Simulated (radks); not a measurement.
The numbers below are computed, except where a source is named.
Task: The mean radii <r> (bohr) of the occupied orbitals of an atom or ion are listed with their occupations. Level of theory: scalar-relativistic Kohn-Sham, r2SCAN, spin-polarised, spherical densities, finite nucleus; meta-GGA in the generalised Kohn-Sham scheme; Fermi nuclear charge, rms radius of each element as measured or else 0.836 A^(1/3) + 0.57 fm (a radial shooting solver on a logarithmic mesh with Libxc functionals).

orbital  occ.      <r>
1s up       1  0.05847
1s down     1  0.05847
2s up       1   0.2666
2s down     1   0.2660
2p up       3   0.2356
2p down     3   0.2350
3s up       1   0.7831
3s down     1   0.7881
3p up       3   0.8123
3p down     3   0.8180
3d up       3   0.8723
4p up       1    2.234

Name the element and its charge. Open shells, if any, are filled with parallel spins first.

Result: Z = 26, iron, charge +4: Fe4+ in [Ar] 3d3 4p1. The 1s radius gives Z: for a bare nucleus <r> = (2 gamma + 1)/(2Z) with gamma = sqrt(1 - (Z/c)^2), 0.05699 bohr for Z = 26, and screening makes it slightly larger (0.05847 here). The occupations add up to 22, and the charge is Z minus that.
